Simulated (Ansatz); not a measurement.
# Ligand exchange: C2H6Mg + SiH(CH3)(NH2)2 → C2H7MgN + SiH2(CH3)(NH2)

Species: C2H6Mg `C[CH2][MgH]`, singlet; SiH(CH3)(NH2)2, singlet; C2H7MgN `C[CH2][Mg][NH2]`, singlet; SiH2(CH3)(NH2), singlet. The partners trade H for NH2: Mg–H and Si–NH2 bonds give way to Mg–NH2 and Si–H.

Shapes, held fixed at every level: PBE0-D4/def2-TZVP. Flexible molecules stand in one conformer, not always the lowest. Programs: Ansatz 0.2.0. The zero-point and thermal change to 298 K, harmonic and unscaled (PBE0-D4/def2-TZVP), is +3.1 kJ/mol.

| level | kind | ΔH(298 K) (kJ/mol) | less CCSD(T)/def2-TZVPP |
| --- | --- | --- | --- |
| HF/def2-SVP | Hartree–Fock | +7.4 | -2.3 |
| HF/def2-TZVPP | Hartree–Fock | +17.6 | +7.9 |
| PBE-D4/def2-TZVPP | GGA | +11.0 | +1.3 |
| r2SCAN-D4/def2-TZVPP | meta-GGA | +11.8 | +2.1 |
| BHLYP-D4/def2-TZVPP | global hybrid | +16.9 | +7.2 |
| r2SCAN0-D4/def2-TZVPP | global hybrid | +14.9 | +5.2 |
| B2PLYP/def2-TZVPP | double hybrid | +6.3 | -3.4 |
| CCSD(T)/def2-TZVPP | coupled cluster or CI | +9.7 | 0.0 |

The highest level, CCSD(T)/def2-TZVPP, gives ΔH(298 K) = +9.7 kJ/mol; the levels span +6.3 to +17.6. The column of differences is taken from that level and isn't an error. No measured value is set beside it here. Outer-core shells of Mg are correlated, in sets that cover them unevenly.
